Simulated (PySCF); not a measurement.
In(Cl)2(Vi), SMILES [CH]([In]([Cl])[Cl])=C (C₂H₃Cl₂In), singlet, CAM-B3LYP/def2-SVP optimised geometry.

```
8

In     0.47    -0.27     0.00
Cl     2.80    -0.27     0.00
Cl    -0.47    -2.42     0.00
C     -0.80     1.42     0.00
C     -2.13     1.27     0.00
H     -0.36     2.42     0.00
H     -2.80     2.14     0.00
H     -2.61     0.29     0.00
```

Density from CAM-B3LYP/def2-TZVP, def2 effective core potentials past Kr run with PySCF 2.14.0 at that geometry. The core electrons that the potentials of In replace are not part of the density.

Minimum of the electron density along straight lines between bonded atoms, close to the bond critical point (lines longer than 1.1 times the sum of covalent radii, or with two minima, are not listed):

```tsv
bond	length / Å	ρ at the minimum / e bohr⁻³	∇²ρ there / e bohr⁻⁵	position (fraction from the first atom)
In1–Cl2	2.335	0.085	0.21	0.48
In1–Cl3	2.342	0.083	0.21	0.48
In1–C4	2.116	(withheld)	(withheld)	0.52
C4–C5	1.334	(withheld)	-1.08	0.50
C4–H6	1.094	0.278	-0.97	0.65
C5–H7	1.096	0.279	-0.98	0.65
C5–H8	1.095	0.281	-1.00	0.65
```

Task: Some entries are withheld; supply them.

Result: 
- In1–C4, ρ at the minimum / e bohr⁻³: 0.107
- In1–C4, ∇²ρ there / e bohr⁻⁵: 0.15
- C4–C5, ρ at the minimum / e bohr⁻³: 0.352
